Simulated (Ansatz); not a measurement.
SiGe₆. Charge 0, multiplicity 1. Geometry B3LYP-D4/def2-SVP.

```csv
atom,x (Å),y (Å),z (Å)
Si1,-0.743,-1.939,-0.759
Ge2,0.592,1.137,1.888
Ge3,-1.326,0.449,0.143
Ge4,-0.203,0.125,-2.267
Ge5,1.324,-0.453,-0.145
Ge6,-0.290,-1.417,1.761
Ge7,0.647,2.098,-0.622
```

Another isomer (singlet) lies 0.25 eV lower at PBE0-D4/def2-TZVP; other spin states weren't run for this one.

Estimate the orbital energies around the gap (eV) in Ansatz with PBE-D4/def2-TZVP, revPBE-D4/def2-TZVP, r2SCAN-D4/def2-TZVP, PBE0-D4/def2-TZVP, r2SCAN0-D4/def2-TZVP.


| orbital | PBE-D4/def2-TZVP | revPBE-D4/def2-TZVP | r2SCAN-D4/def2-TZVP | PBE0-D4/def2-TZVP | r2SCAN0-D4/def2-TZVP |
| --- | --- | --- | --- | --- | --- |
| HOMO−9 | -10.00 | -9.92 | -10.37 | -11.26 | -11.51 |
| HOMO−8 | -9.80 | -9.71 | -10.16 | -11.01 | -11.26 |
| HOMO−7 | -9.41 | -9.34 | -9.76 | -10.67 | -10.90 |
| HOMO−6 | -6.57 | -6.51 | -6.88 | -7.37 | -7.58 |
| HOMO−5 | -6.49 | -6.43 | -6.80 | -7.29 | -7.52 |
| HOMO−4 | -6.48 | -6.42 | -6.80 | -7.28 | -7.49 |
| HOMO−3 | -5.79 | -5.73 | -6.08 | -6.62 | -6.81 |
| HOMO−2 | -5.76 | -5.71 | -6.05 | -6.60 | -6.78 |
| HOMO−1 | -5.68 | -5.62 | -5.93 | -6.48 | -6.64 |
| HOMO | -5.48 | -5.42 | -5.72 | -6.27 | -6.43 |
| LUMO | -3.79 | -3.72 | -3.86 | -3.22 | -3.28 |
| LUMO+1 | -2.83 | -2.75 | -2.84 | -2.18 | -2.21 |
| LUMO+2 | -2.74 | -2.66 | -2.73 | -2.08 | -2.09 |
| LUMO+3 | -1.71 | -1.64 | -1.69 | -1.14 | -1.13 |
| LUMO+4 | -1.58 | -1.51 | -1.53 | -0.99 | -0.97 |
| LUMO+5 | -1.57 | -1.47 | -1.38 | -0.88 | -0.77 |
